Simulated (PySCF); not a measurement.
Correlation energy of N⁺ (nitrogen, charge +1)

[He] 2s2 2p2, high-spin 3P determinant. Computed with PySCF 2.14 in jorge-DZP-DKH, with scalar relativity by spin-free X2C-1e. Frozen: 1s2; 4 electrons correlated.

MP2 pair energies summed by pair of shells (mhartree):

```csv
pair,energy,share (%)
2s-2p,-31.48,58.3
2s-2s,-17.76,32.9
2p-2p,-4.72,8.7
```

Total MP2 correlation energy: -53.95 mhartree.

Same-spin part -8.05 and opposite-spin part -45.90 mhartree; SCS-MP2 scales them by 1/3 and 6/5 to -57.76 mhartree.

```json
{"level": "CCSD", "correlation energy (mhartree)": "-75.51"}
{"level": "(T)", "correlation energy (mhartree)": "-0.72"}
{"level": "CCSD(T)", "correlation energy (mhartree)": "-76.23"}
```

Diagnostics: T1 = 0.0059, D1 = 0.0110, largest double amplitude 0.123.

Cost of the coupled-cluster step: 0.07 s of wall time on 1 thread of Neoverse-V2 (shared host), for 4 correlated electrons.
